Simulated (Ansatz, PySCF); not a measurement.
Gas-phase reaction in SMILES: CC (C2H6) [ethane] -> 2 [CH3] (CH3) (the C-C bond at the site shown breaks; other sites are not compared here)
Geometries: B3LYP-D3(BJ)/def2-TZVP minima from Ansatz (a first-principles code).

Property: bond dissociation energy (electronic energy difference), in eV. Valence correlation only, unless marked. Open shells are spin-unrestricted. No spin-orbit coupling. Non-relativistic. CBS(X,Y): correlation extrapolated as X^-3; Hartree-Fock from the larger set. [CCSD(T)-MP2]/basis is that difference in the basis named.

```
level                                                                 program  bond dissociation energy (eV)  minus last row
-------------------------------------------------------------  --------------  -----------------------------  --------------
HF/def2-SVPD                                                           Ansatz                           2.96           -1.26
HF/cc-pwCVTZ                                                           Ansatz                           2.85           -1.37
HF/def2-TZVPP                                                          Ansatz                           2.84           -1.38
PBE-D3(BJ)/def2-TZVPD                                          Ansatz + dftd3                           4.25            0.03
PBE-D4/def2-TZVPD                                              Ansatz + dftd4                           4.25            0.03
BLYP-D3(BJ)/def2-TZVPD                                         Ansatz + dftd3                           4.02           -0.20
revPBE-D4/def2-TZVPD                                           Ansatz + dftd4                           4.11           -0.11
BP86/def2-TZVPD                                                         PySCF                           4.11           -0.11
TPSS-D3(BJ)/def2-TZVPD                                          PySCF + dftd3                           3.98           -0.24
PBE0-D3(BJ)/def2-TZVP                                          Ansatz + dftd3                           4.18           -0.04
PBE0/def2-TZVP                                                         Ansatz                           4.14           -0.08
r2SCAN0/def2-TZVPD                                                     Ansatz                           3.85           -0.37
MN15-D3(BJ)/def2-TZVPD                                          PySCF + dftd3                           4.23            0.01
LC-wPBE/def2-TZVPD                                                     Ansatz                           4.09           -0.13
wB97M-V/def2-TZVPD                                                     Ansatz                           4.26            0.04
B2GP-PLYP-D3(BJ)/def2-TZVPD                                    Ansatz + dftd3                           4.13           -0.09
MP2/STO-3G                                                             Ansatz                           4.97            0.75
MP2/cc-pwCVTZ                                                          Ansatz                           4.32            0.10
SCS-MP2/def2-TZVPP                                                     Ansatz                           4.25            0.03
CCSD/def2-TZVPPD                                                       Ansatz                           4.03           -0.19
RI-MP2/CBS(def2-TZVPPD,def2-QZVPPD)+[CCSD(T)-MP2]/def2-TZVPPD          Ansatz                           4.22            0.00
```
